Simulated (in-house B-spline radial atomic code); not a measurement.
Be. Computed with a B-spline radial atomic code. Model: all-electron spherical atom, spin shells full or empty, radial basis limit, no spin-orbit coupling: exact exchange with a local potential (Slater, KLI or optimised effective potential, whose far tail is KLI's), no correlation.

The run also made RPA and GW results, which its time includes.

The Slater potential averages the orbital exchange potentials with the orbital densities as weights, KLI adds orbital constants, and the optimised effective potential minimises the exact-exchange energy among local potentials. So their energies lie above Hartree-Fock in the order OEP, KLI, Slater. All fall off as −1/r, unlike LDA and GGA exchange.

Command:
```bash
python run_gw.py task.json out
```
Settings (lengths in bohr, energies in hartree):
```
Z                      4
electrons              4
configuration          [He] 2s2
hamiltonian            nr
method                 oep
lmax                   9
spin_polarised         False
box_radius             40
intervals              65
ion_configuration      [He] 2s1
```

Run time, properties included: 3 s on 1 thread of Arm Neoverse N1 (shared host).

Given: hamiltonian non-relativistic; mean-field start exchange-only OEP.

Computed: energy above Hartree-Fock 0.59061 millihartree; virial ratio -E/T less 1 0.

```tsv
radius (bohr)	r times exchange potential (hartree bohr)
0.0125	-0.03906
0.0149	-0.046527
0.0178	-0.055523
0.0212	-0.066038
0.0253	-0.078652
0.0302	-0.093636
0.0361	-0.1115
0.043	-0.13212
0.0513	-0.15651
0.0612	-0.18489
0.0731	-0.21797
0.0872	-0.25545
0.104	-0.29765
0.124	-0.34416
0.148	-0.39455
0.177	-0.44777
0.211	-0.49973
0.252	?
0.3	-0.59053
0.358	-0.62131
0.427	-0.63698
0.51	-0.63164
0.608	-0.59918
0.726	-0.51834
0.866	-0.37746
1.03	-0.33213
1.23	-0.5004
1.47	-0.64319
1.75	-0.72984
2.09	-0.80543
2.5	-0.87445
2.98	-0.92758
3.56	?
4.24	-0.9848
5.06	-0.9947
6.04	-0.99859
7.21	-0.99976
```

(1) What belongs in the row 0.252?

(2) What belongs in the row 3.56?

| occupied | level (hartree) | Hartree-Fock level (hartree) |
| --- | --- | --- |
| 1s | -4.1257 | -4.7327 |
| 2s | -0.30923 | -0.30927 |

```
empty  level (hartree)
   2p         -0.17802
   3s                ?
   3p        -0.068029
   3d        -0.056208
```

(3) What belongs in the row 3s?

## Answers

(1) r times exchange potential (hartree bohr): -0.54909.

(2) r times exchange potential (hartree bohr): -0.96404.

(3) level (hartree): -0.092601.
